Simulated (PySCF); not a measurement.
F5Nb, triplet, at a GFN2-xTB geometry (such geometries of metal compounds can be far from the true shape) (the multiplicity is a formal guess) (core potentials on Nb); DF-M06/def2-TZVP (PySCF).

Here is a job for PySCF.
```python
from pyscf import gto, scf, dft

mol = gto.Mole()
mol.atom = '''
    Nb    0.172129    0.119412    0.075358
    F     1.102123   -0.600387   -1.247516
    F    -0.935415    0.716039    1.320501
    F    -1.539926   -0.022027   -1.210529
    F    -0.952902   -1.707342    0.119164
    F     1.541976    1.069727    0.675080
'''
mol.basis = 'def2-tzvp'
mol.ecp = {'Nb': 'def2-tzvp'}
mol.charge = 0
mol.spin = 2
mol.verbose = 4
mol.build()

mf = dft.UKS(mol)
mf.xc = 'm06'
mf.grids.atom_grid = (75, 302)
mf = mf.density_fit(auxbasis='def2-universal-jkfit')
mf.kernel()
```

### Question
Write the output that PySCF gives for this input, abridged.

### Answer

```
PySCF version 2.14.0

[INPUT] verbose = 4
[INPUT] num. atoms = 6
[INPUT] num. electrons = 58
[INPUT] charge = 0
[INPUT] spin (= nelec alpha-beta = 2S) = 2
[INPUT] symmetry False subgroup None
[INPUT] Mole.unit = angstrom
[INPUT] Symbol           X                Y                Z      unit          X                Y                Z       unit  Magmom
[INPUT]  1 Nb     0.172129000000   0.119412000000   0.075358000000 AA    0.325276668095   0.225655975987   0.142405981295 Bohr   0.0
[INPUT]  2 F      1.102123000000  -0.600387000000  -1.247516000000 AA    2.082710625584  -1.134566998749  -2.357463576013 Bohr   0.0
[INPUT]  3 F     -0.935415000000   0.716039000000   1.320501000000 AA   -1.767678162810   1.353117604507   2.495385237214 Bohr   0.0
[INPUT]  4 F     -1.539926000000  -0.022027000000  -1.210529000000 AA   -2.910038392097  -0.041624997346  -2.287568275844 Bohr   0.0
[INPUT]  5 F     -0.952902000000  -1.707342000000   0.119164000000 AA   -1.800723803550  -3.226408780967   0.225187323908 Bohr   0.0
[INPUT]  6 F      1.541976000000   1.069727000000   0.675080000000 AA    2.913912330652   2.021491058053   1.275716312171 Bohr   0.0

nuclear repulsion = 313.272334418523
number of shells = 69
number of NR pGTOs = 290
number of NR cGTOs = 195
basis = def2-tzvp
ecp = {'Nb': 'def2-tzvp'}

******** <class 'pyscf.df.df_jk.DFUKS'> ********
method = DFUKS
initial guess = minao
damping factor = 0
level_shift factor = 0
DIIS = <class 'pyscf.scf.diis.CDIIS'>
diis_start_cycle = 1
diis_space = 8
diis_damp = 0
SCF conv_tol = 1e-09
SCF conv_tol_grad = None
SCF max_cycles = 50
direct_scf = False
number electrons alpha = 30  beta = 28
XC library pyscf.dft.libxc version 7.1.2
    S. Lehtola, C. Steigemann, M. J. T. Oliveira, and M. A. L. Marques,  SoftwareX 7, 1–5 (2018)
XC functionals = m06
    Y. Zhao and D. G. Truhlar,  Theor. Chem. Acc. 120, 215 (2008)
    Y. Zhao and D. G. Truhlar,  Theor. Chem. Acc. 120, 215 (2008)
radial grids:
    Treutler-Ahlrichs [JCP 102, 346 (1995); DOI:10.1063/1.469408] (M4) radial grids

becke partition: Becke, JCP 88, 2547 (1988); DOI:10.1063/1.454033
pruning grids: <function nwchem_prune>
grids dens level: 3
symmetrized grids: False
atomic radii adjust function: <function treutler_atomic_radii_adjust>
User specified grid scheme (75, 302)
small_rho_cutoff = 0
Set gradient conv threshold to 3.16228e-05
tot grids = 84744
******** <class 'pyscf.df.df.DF'> ********
auxbasis = def2-universal-jkfit
init E= -550.169901227318

cycle= 1 E= -555.89253565146  delta_E= -5.72  |g|= 0.98  |ddm|= 3.29

cycle= 2 E= -555.219724913022  delta_E= 0.673  |g|= 1.39  |ddm|= 3.55
cycle= 3 E= -556.1439880848  delta_E= -0.924  |g|= 0.684  |ddm|= 3.34

cycle= 4 E= -556.291257051005  delta_E= -0.147  |g|= 0.157  |ddm|= 0.324

cycle= 5 E= -556.299499983873  delta_E= -0.00824  |g|= 0.111  |ddm|= 0.122

cycle= 6 E= -556.303180088259  delta_E= -0.00368  |g|= 0.0222  |ddm|= 0.0625

cycle= 7 E= -556.303356883438  delta_E= -0.000177  |g|= 0.00908  |ddm|= 0.0162

cycle= 8 E= -556.303375869688  delta_E= -1.9e-05  |g|= 0.00581  |ddm|= 0.00654

cycle= 9 E= -556.303381780661  delta_E= -5.91e-06  |g|= 0.00444  |ddm|= 0.00439

cycle= 10 E= -556.303388535639  delta_E= -6.75e-06  |g|= 0.00123  |ddm|= 0.00257

cycle= 11 E= -556.303389372336  delta_E= -8.37e-07  |g|= 0.00029  |ddm|= 0.001

cycle= 12 E= -556.303389558054  delta_E= -1.86e-07  |g|= 0.000146  |ddm|= 0.000603

cycle= 13 E= -556.30338963835  delta_E= -8.03e-08  |g|= 8.63e-05  |ddm|= 0.000465

cycle= 14 E= -556.303389662981  delta_E= -2.46e-08  |g|= 5.77e-05  |ddm|= 0.000273

cycle= 15 E= -556.303389671608  delta_E= -8.63e-09  |g|= 1.82e-05  |ddm|= 0.000207

cycle= 16 E= -556.303389672385  delta_E= -7.77e-10  |g|= 1.58e-05  |ddm|= 6.78e-05

Extra cycle  E= -556.303389672277  delta_E= 1.08e-10  |g|= 2.88e-05  |ddm|= 2.37e-05
converged SCF energy = -556.303389672277  <S^2> = 2.0084139  2S+1 = 3.005604
```
